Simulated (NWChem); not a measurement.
C$_{6}$H$_{4}$; SMILES C(#C)/C=C/C#C

```xyz
10

C     -0.1242     3.0833     0.0000
C      0.1283     1.8816     0.0000
C      0.4611     0.5061     0.0000
C     -0.4611    -0.5061     0.0000
C     -0.1283    -1.8816     0.0000
C      0.1242    -3.0833     0.0000
H     -0.3559     4.1392     0.0000
H      1.5348     0.2477     0.0000
H     -1.5348    -0.2477     0.0000
H      0.3559    -4.1392     0.0000
```
Atoms are numbered in this order, from 1.

Results from NWChem. Geometry: optimised at PBE-D3(BJ)/def2-SVP.

**Question.** Estimate the computed values for PBE/def2-SVP. Quantities: highest occupied level (eV); orbital gap (eV).

**Answer.** highest occupied level (eV): -5.74
orbital gap (eV): 3.13
